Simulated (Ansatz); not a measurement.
`Cl[SiH2][O][GeH3]` + H–F → `F[SiH2][O][GeH3]` + HCl at 298.15 K and 1 bar (ligand exchange at the Si–Cl bond).

Gas-phase electronic energies from Ansatz, PBE0-D4/def2-TZVP geometries. CCSD(T)/CBS adds triple-zeta CCSD(T) − MP2 to the extrapolated MP2 energy (def2 sets, frozen cores). This one scheme is used for every species. For Ge outer-core shells are correlated without core-valence functions, which leaves a few kJ/mol of doubt a bond. Scalar relativity is left out up to krypton. One conformer a species, not always the lowest.

| species | CCSD(T)/CBS energy (Eh) | H − E (kJ/mol) | S (J/(mol·K)) |
| --- | --- | --- | --- |
| `Cl[SiH2][O][GeH3]` | -2903.25837 | 144.9 | 370.3 |
| H–F | -100.39570 | 33.5 | 173.6 |
| `F[SiH2][O][GeH3]` | -2543.28863 | 147.4 | 358.5 |
| HCl | -460.38127 | 26.6 | 186.8 |

H − E and S are ideal-gas, rigid-rotor, harmonic terms from PBE0-D4/def2-TZVP, for one conformer and one mirror image of each species. 1 Eh = 2625.50 kJ/mol, R = 8.31446 J/(mol·K).

Problem. By hand: ΔE, ΔH, ΔS and ΔG.

Solution. ΔE = (-2543.28863) + (-460.38127) − (-2903.25837) − (-100.39570) = -0.01583 Eh = -41.6 kJ/mol. Δ(H − E) = 147.4 + 26.6 − 144.9 − 33.5 = -4.4, so ΔH = -46.0 kJ/mol. ΔS = 358.5 + 186.8 − 370.3 − 173.6 = 1.4 J/(mol·K). ΔG = -46.0 − 298.15 × (1.4)/1000 = -46.4 kJ/mol.

Problem. By hand: the equilibrium constant, and the temperature at which ΔG would vanish if ΔH and ΔS stayed fixed.

Solution. log₁₀ K = −ΔG/(RT ln 10) = 8.1. ΔH and −TΔS have one sign here, so there is no such temperature.

The number of gas molecules stays the same, so ΔS is small and ΔH decides. A doubt of 5 kJ/mol in ΔE shifts log₁₀ K by 0.9 here. Other conformers and mirror images would add mixing entropy, several J/(mol·K) or more a flexible species. Modes under 60 cm⁻¹, often nearly free rotors, make the harmonic entropy too high. These are equilibria of isolated gas molecules and say nothing of rates. Largest T1 diagnostic: 0.012 (customary marks: 0.02 for closed shells, 0.045 for open ones).

ΔS is within the doubt of such terms, so its sign, and with it that verdict, could turn.
